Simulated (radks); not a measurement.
Q: Zr11+, configuration [Ar] 3d10 4s1 (the NIST ground configuration). Method: scalar-relativistic Kohn-Sham, PBEsol, spin-polarised, spherical densities, finite nucleus; open shells are filled with parallel spins first (spin-orbit coupling, left out, can overturn this in heavy ions); Fermi nuclear charge, rms radius 4.2694 fm; computed with a radial shooting solver on a logarithmic mesh with Libxc functionals. Some entries of the table are withheld. Estimate them.

orbital  occ.  eigenvalue (eV)  <1/r> (bohr^-1)
1s up       1        -18028.65            41.24
1s down     1        -18028.38            41.24
2s up       1        -2678.184            9.251
2s down     1        -2678.002            9.250
2p up       3        -2412.291            9.016
2p down     3        -2412.103            9.016
3s up       1              (1)            3.159
3s down     1              (2)            3.161
3p up       3        -520.3268            3.006
3p down     3        -519.8805            3.009
3d up       5        -377.6173              (3)
3d down     5        -377.1312              (4)
4s up       1              (5)            1.309
4s down     0              (6)            1.313

A: 
(1) 3s up eigenvalue (eV): -607.2941
(2) 3s down eigenvalue (eV): -606.8868
(3) 3d up <1/r> (bohr^-1): 2.780
(4) 3d down <1/r> (bohr^-1): 2.785
(5) 4s up eigenvalue (eV): -228.3675
(6) 4s down eigenvalue (eV): -225.0461
